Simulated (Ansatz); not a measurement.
Born–Oppenheimer molecular dynamics of AlClF2 (4 atoms, charge 0, multiplicity 1). It goes on from the last frame of an earlier run, with new velocities.

These are results of RKS B3LYP/def2-SVP in Ansatz, not measurements.

```yaml
ensemble: NVT, Langevin thermostat
time_step: 6 fs
steps_asked: 40
set_temperature: 3000 K
friction: 0.005 /fs
seed: 437791
```

First frame:

```xyz
4
Properties=species:S:1:pos:R:3
Al -0.027 -0.093 -0.018
Cl 0.009 0.002 2.120
F 1.486 0.068 -0.758
F -1.465 0.060 -0.791
```

Q: How far do the bonds stretch over the last three quarters of this one trajectory? (Pairs bonded in most of those frames.)

A: 
```csv
bond,mean (Å),spread (Å),shortest,longest
Al1–Cl2,2.154,0.135,1.96,2.42
Al1–F3,1.678,0.066,1.56,1.80
Al1–F4,1.712,0.129,1.51,2.04
```

Mean temperature of the second half: 3105 K. A run of 0.24 ps of so small a system gives no equilibrium averages.

The run took 41 s on 2 threads of Arm Neoverse V1, with other jobs on the host, peak memory 0.11 GiB.
